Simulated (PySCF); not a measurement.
Ne⁷⁺ (neon, charge +7): UHF calculation

Configuration: [He] 2s1, 2S determinant. Calculation: PySCF 2.14, in an uncontracted even-tempered set (18 s from 0.56 bohr⁻², ratio 2.2; 9 p from 0.95 bohr⁻², ratio 2.4; 6 d from 2.8 bohr⁻², ratio 2.4; 5 f from 4.3 bohr⁻², ratio 2.4; 5 g from 6.4 bohr⁻², ratio 2.4); no relativity, point nucleus.

- Total energy: -102.631248 hartree
- One-electron energy: -112.1355 hartree
- Hartree (Coulomb) energy: 16.3478 hartree
- Exchange energy: -6.8436 hartree
- Kinetic energy: 102.63110 hartree
- ⟨S²⟩: 0.7500
- ⟨L²⟩: 0.000
- Sum of ⟨r⟩: 1.000 bohr
- Sum of ⟨r²⟩: 0.6173 bohr²
- Density at the nucleus (Gaussians lack the cusp): 616 bohr⁻³
- Spin density at the nucleus: 29.2 bohr⁻³
- Time after the integrals: about 6 core-seconds

```
shell  electrons  mean orbital energy (eV)  rms radius, mean of both spins (bohr)
 1s α          1                   -1150.1                                  0.181
 1s β          1                   -1145.3                                  0.181
 2s α          1                   -238.66                                  0.743
```
